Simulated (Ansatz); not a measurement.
A nudged elastic band was laid between two geometries of AlCl3 + HO (6 atoms, charge 0, multiplicity 2).

Computed with Ansatz 0.2.0, UKS PBE/6-31G*.

```yaml
movable_images: 5
climbing_image: yes
spring: 5.0 eV/Å²
optimiser: quadratic models (default)
start_path: through a guess of the saddle point
force_threshold: 0.03 eV/Å
iteration_limit: 60
end_points: relaxed
```

First end point:

```xyz
6
Properties=species:S:1:pos:R:3
Al 0.080 -0.010 -0.101
Cl 0.343 -0.013 1.978
Cl 1.741 0.111 -1.366
Cl -1.849 -0.134 -0.905
O -0.052 -0.266 5.180
H -0.777 -0.488 4.541
```

Last end point:

```xyz
6
Properties=species:S:1:pos:R:3
Al 0.020 -0.118 1.032
Cl 0.265 1.766 2.205
Cl 1.690 -0.635 -0.142
Cl -1.927 -0.353 0.234
O 0.152 -0.726 2.763
H -0.714 -0.734 3.235
```

Q: What changes between the two ends?

A: Bonds formed: Al1–O5. AlCl3 + HO becomes AlCl3HO.

Q: Give the energies along the band, and the barrier.

A: The forces met the threshold. The highest image is number 1 of 0 to 6, 0.009 eV above the first end and 1.862 eV above the last; the last end lies 1.854 eV below the first. A vibrational analysis at the climbing image gives one clearly imaginary mode, 74i cm⁻¹: a first-order saddle point.

```csv
image,path coordinate (Å),energy (eV),Al1–O5 (Å)
0,0.00,0.000,5.29
1,0.68,0.009,4.99
2,1.49,-0.025,4.32
3,2.30,-0.107,3.69
4,3.10,-0.361,2.89
5,3.91,-1.385,2.05
6,4.72,-1.854,1.84
```

Q: What is the geometry of the highest image?

A: 
```xyz
6
Properties=species:S:1:pos:R:3:forces:R:3
Al 0.119 0.024 -0.031 0.00 0.00 0.01
Cl 0.486 0.251 2.021 0.00 0.00 -0.01
Cl 1.694 0.154 -1.401 0.00 0.00 0.00
Cl -1.834 -0.332 -0.698 0.00 0.00 0.00
O -0.080 -0.649 4.912 -0.01 0.00 0.00
H -0.900 -0.249 4.524 0.01 0.00 0.00
```

The band took 20 iterations and about 17 core-minutes.

Time of the run: 4.6 min on 4 threads of Arm Neoverse V1, with other jobs on the host, peak memory 0.23 GiB.
